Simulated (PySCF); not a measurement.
# Simulated absorption spectrum

Compound: C₄H₁₁BO₂.
Atom-mapped SMILES: `[CH3:1][C:2]([CH3:3])([CH3:4])[B:5]([OH:6])[OH:7]` (hydrogens: H8, H9, H10 on C1; H11, H12, H13 on C3; H14, H15, H16 on C4; H17 on O6; H18 on O7)

Structure used (PBE0-D3(BJ)/def2-SVP), in Å, numbered top down from 1:
```xyz
18
C4H11BO2 angstrom
C      0.588   -1.116   -1.021
C     -0.154   -0.150   -0.088
C     -1.261    0.565   -0.874
C     -0.770   -0.931    1.075
B      0.882    0.948    0.422
O      1.139    1.201    1.741
O      1.554    1.686   -0.503
H      1.383   -1.666   -0.490
H      1.058   -0.578   -1.858
H     -0.106   -1.864   -1.443
H     -0.843    1.144   -1.711
H     -1.830    1.262   -0.237
H     -1.979   -0.164   -1.290
H     -1.332   -0.274    1.762
H     -1.483   -1.690    0.711
H     -0.005   -1.469    1.661
H      0.624    0.638    2.327
H      2.146    2.319   -0.083
```

Computed with PySCF 2.14.0, density-fitted response routines, TDDFT B3LYP/def2-SVPD, vertical, gas phase, core orbitals frozen in the response.

Computed states:

```
state  E (eV)       f
   S1    6.92  0.0028
   S2    7.75   0.012
   S3    7.77  0.0056
   S4    7.82   0.069
   S5    8.03   0.024
   S6    8.08   0.047
   S7    8.12   0.079
   S8    8.59  0.0097
   S9    8.76  0.0010
  S10    8.88  0.0005
```

Each state is given a Gaussian of 0.25 eV full width at half maximum, with ε(max) = 2.175×10⁸ f / Δν̃ (Δν̃ the width in cm⁻¹). The width is an assumption, not a result. The curve ends short of the highest state used, and states not computed would add to its high-energy end.

(1) What does the envelope look like, and where are its maxima?

(2) Coming from long wavelengths, where does ε first pass 100 L mol⁻¹ cm⁻¹?

(3) Does any computed singlet lie in the visible range?

## Answers

(1) 
(E (eV), ε (L mol⁻¹ cm⁻¹)): (6.55, 1), (6.62, 5), (6.70, 35), (6.77, 110), (6.85, 239), (6.92, 298), (7.00, 224), (7.07, 110), (7.15, 29), (7.22, 6), (7.30, 1), (7.37, 3), (7.45, 45), (7.52, 289), (7.60, 1496), (7.67, 4109), (7.75, 8048), (7.83, 9879), (7.90, 9719), (7.98, 11596), (8.05, 14955), (8.13, 14886), (8.20, 9962), (8.28, 3850)

Maxima: 179 nm (6.92 eV), ε about 300, made up of S1 (100%); 158 nm (7.84 eV), ε about 9900, made up of S4 (74%) (hardly more than a shoulder); 153 nm (8.09 eV), ε about 16000, made up of S5 (14%), S6 (32%) and S7 (52%) (ε in L mol⁻¹ cm⁻¹; maxima over ε = 5, shares over 10%).

(2) At about 183 nm (6.76 eV), 0.16 eV below S1.

(3) No computed singlet lies in the visible range (380 to 750 nm); the lowest, at 179 nm, stands 3.66 eV above its violet end (3.26 eV).

All these states lie below the vertical ionisation energy of 10.13 eV (ΔSCF).

One conformer stands for the species.
